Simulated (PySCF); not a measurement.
Vertical excitations of a molecule C₂H₆OSi from TDA-ωB97X/def2-SVPD (PySCF 2.14.0), as energy in eV (oscillator strength): 3.31 (0.001), 6.88 (0.002), 7.21 (0.082), 7.73 (0.002), 8.10 (0.054), 8.25 (0.001), 8.36 (0.025), 8.52 (0.004), 8.68 (0.371), 8.99 (0.001). Lowest triplet (TDA): 2.63 eV. Coordinates come from a B3LYP-D3(BJ)/def2-SVP optimisation. One conformer was computed; it need not be the lowest.

Question: Identify the compound among the candidates.
A) O=CC[SiH3]
B) C=CO[SiH3]
C) C[SiH2]C=O
D) CC(=O)[SiH3]

Answer: C, C[SiH2]C=O
